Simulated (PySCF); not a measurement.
Job file and geometry (Å, from GFN2-xTB) of an NMR shielding run on C5H11BS, GIAO PBE0/pcSseg-1 NMR shielding, non-relativistic, gas phase in PySCF; density fitting, a coarse starting grid and PySCF grid level 2 are the driver's defaults:

```
$ OMP_NUM_THREADS=1 python probes_run.py task.json out

{"job": {"kind": "nmr", "xc": "PBE0", "basis": "pcSseg-1"}, "charge": 0, "multiplicity": 1}
C     -2.168260    -0.298179     0.055984
C     -0.663787    -0.040283     0.079876
C      0.142220    -1.168890    -0.571165
B      1.636349    -0.652443    -0.848473
C      2.232432     0.432304     0.113525
S      1.377552     1.286973    -1.261789
C     -0.347114     1.267809    -0.646752
H     -2.397396    -1.216803     0.590604
H     -2.709852     0.519453     0.528486
H     -2.522099    -0.399653    -0.968308
H     -0.352365     0.054473     1.125601
H      0.118162    -2.048963     0.073987
H     -0.344313    -1.460224    -1.505975
H      2.341504    -1.195008    -1.613847
H      1.812775     0.729502     1.066453
H      3.287197     0.677451     0.062824
H     -0.959163     1.375053    -1.543125
H     -0.492602     2.143745    -0.014324
```

Question: Write the output of this run.

Answer: 
```
coarse grid: 14960 points
cycle   1  E = -619.6316472874  dE =  8.582e-01  |g| = 4.639e-01  |ddm| = 3.759e+00
cycle   2  E = -619.6018947510  dE =  2.975e-02  |g| = 5.727e-01  |ddm| = 1.139e+00
cycle   3  E = -619.6929910861  dE = -9.110e-02  |g| = 6.170e-02  |ddm| = 7.071e-01
cycle   4  E = -619.6938779277  dE = -8.868e-04  |g| = 2.509e-02  |ddm| = 9.631e-02
cycle   5  E = -619.6940254174  dE = -1.475e-04  |g| = 6.495e-03  |ddm| = 2.753e-02
cycle   6  E = -619.6940354607  dE = -1.004e-05  |g| = 1.566e-03  |ddm| = 8.239e-03
cycle   7  E = -619.6940360610  dE = -6.003e-07  |g| = 3.809e-04  |ddm| = 1.805e-03
final grid: 138088 points
cycle   8  E = -619.7378051985  dE = -4.816e-05  |g| = 1.036e-02  |ddm| = 3.810e-02
cycle   9  E = -619.7377807903  dE =  2.441e-05  |g| = 1.411e-02  |ddm| = 2.284e-02
cycle  10  E = -619.7378327828  dE = -5.199e-05  |g| = 9.431e-04  |ddm| = 1.445e-02
cycle  11  E = -619.7378330189  dE = -2.361e-07  |g| = 2.419e-04  |ddm| = 1.315e-03
cycle  12  E = -619.7378330323  dE = -1.334e-08  |g| = 6.207e-05  |ddm| = 2.643e-04
cycle  13  E = -619.7378330331  dE = -8.480e-10  |g| = 2.857e-05  |ddm| = 1.017e-04
converged SCF energy = -619.7378330331

GIAO shielding tensors (ppm)
atom      isotropic    diamagn.    paramagn.     s11        s22        s33       span
  0 C      163.589     245.137     -81.548    145.783    157.332    187.652     41.869
  1 C      155.976     247.725     -91.749    135.268    163.879    168.781     33.513
  2 C      156.153     247.010     -90.857    133.404    154.251    180.805     47.401
  3 B      109.387     185.766     -76.379     68.198    127.156    132.806     64.608
  4 C      162.472     255.739     -93.268    139.104    159.258    189.053     49.950
  5 S      690.448    1056.102    -365.654    432.803    513.746   1124.796    691.993
  6 C      139.626     250.872    -111.246     95.481    151.459    171.939     76.458
  7 H       30.289      29.231       1.058     25.397     27.730     37.739     12.342
  8 H       30.554      29.212       1.343     25.370     28.058     38.235     12.865
  9 H       31.170      30.015       1.155     27.284     29.254     36.972      9.688
 10 H       30.101      33.523      -3.422     24.982     29.924     35.397     10.415
 11 H       30.560      30.681      -0.121     26.003     28.052     37.626     11.623
 12 H       30.908      31.355      -0.447     26.615     29.636     36.473      9.859
 13 H       28.735      28.961      -0.226     24.953     26.830     34.422      9.468
 14 H       29.898      32.427      -2.529     23.753     29.205     36.735     12.982
 15 H       30.189      29.674       0.515     24.355     25.526     40.687     16.332
 16 H       30.042      31.700      -1.657     23.829     29.098     37.200     13.371
 17 H       29.022      31.193      -2.171     22.759     28.434     35.872     13.113
```

Size and cost of the density-fitted run: 181 basis functions, 48 s wall time on 1 thread of an Arm Neoverse N1, shared host; peak memory 0.83 GiB.
